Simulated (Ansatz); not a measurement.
Relaxation of the cluster Ag₂Cl⁺ with RKS PBE0-D4/def2-TZVP.

```sh
$ ansatz run in.yaml --threads 4 --pin off --events-out ev --progress --plain --max-ram 3916MiB
```

```yaml
crystal:
  periodic: [false, false, false]
  atoms:
    - {symbol: Ag, position_ang: [2.094500, 0.773400, 0.772810]}
    - {symbol: Ag, position_ang: [-2.092380, -0.778940, -0.773330]}
    - {symbol: Cl, position_ang: [-0.002120, 0.005540, 0.000520]}
basis:
  gaussian: {orbitals: def2-TZVP}
total_charge: 1
hamiltonian: {xc: pbe0, dispersion: d4}
scf: {lower_state_search: "off"}
output: {orbitals: {seedname: orbitals}}
relax: {f_tol: 0.02, max_steps: 100}
```

Hardware: 4 threads of Arm Neoverse V1 on a shared host. Wall time 15 s.

Positions (Å) and forces (eV/Å) at steps 1, 4, 7, 8, 9, 10, 11, 13 of 13:

```xyz
3
step=1 energy=-20512.9954 eV
Ag    2.095    0.773    0.773    0.158    0.056    0.058
Ag   -2.092   -0.779   -0.773   -0.154   -0.059   -0.057
Cl   -0.002    0.006    0.001   -0.004    0.003    0.000
3
step=4 energy=-20512.9997 eV
Ag    2.117    0.779    0.781    0.000   -0.002    0.000
Ag   -2.113   -0.789   -0.782    0.002   -0.002    0.000
Cl   -0.004    0.010    0.001   -0.002    0.004    0.000
3
step=7 energy=-20513.0005 eV
Ag    2.124    0.761    0.779    0.000   -0.011   -0.002
Ag   -2.105   -0.807   -0.783    0.008   -0.009    0.001
Cl   -0.019    0.046    0.004   -0.008    0.020    0.002
3
step=8 energy=-20513.0065 eV
Ag    2.132    0.714    0.772    0.018   -0.027    0.000
Ag   -2.078   -0.847   -0.783    0.005   -0.032   -0.005
Cl   -0.054    0.134    0.012   -0.024    0.059    0.005
3
step=9 energy=-20513.0348 eV
Ag    2.136    0.609    0.751   -0.038   -0.064   -0.024
Ag   -2.008   -0.928   -0.779    0.073   -0.023    0.017
Cl   -0.128    0.319    0.028   -0.035    0.087    0.008
3
step=10 energy=-20513.0731 eV
Ag    2.097    0.488    0.715   -0.057   -0.055   -0.028
Ag   -1.894   -0.992   -0.759    0.081   -0.005    0.023
Cl   -0.203    0.504    0.044   -0.024    0.060    0.005
3
step=11 energy=-20513.0934 eV
Ag    2.035    0.360    0.670   -0.168    0.011   -0.047
Ag   -1.759   -1.046   -0.731    0.117    0.116    0.058
Cl   -0.276    0.686    0.060    0.051   -0.127   -0.011
3
step=13 energy=-20513.0989 eV
Ag    1.994    0.329    0.652   -0.001    0.000    0.000
Ag   -1.706   -1.042   -0.714    0.001    0.001    0.000
Cl   -0.287    0.713    0.063    0.000   -0.001    0.000
```

In the def2 sets Ag takes a core potential; there is no spin–orbit coupling. The structure comes from a short search, and lower isomers may exist.
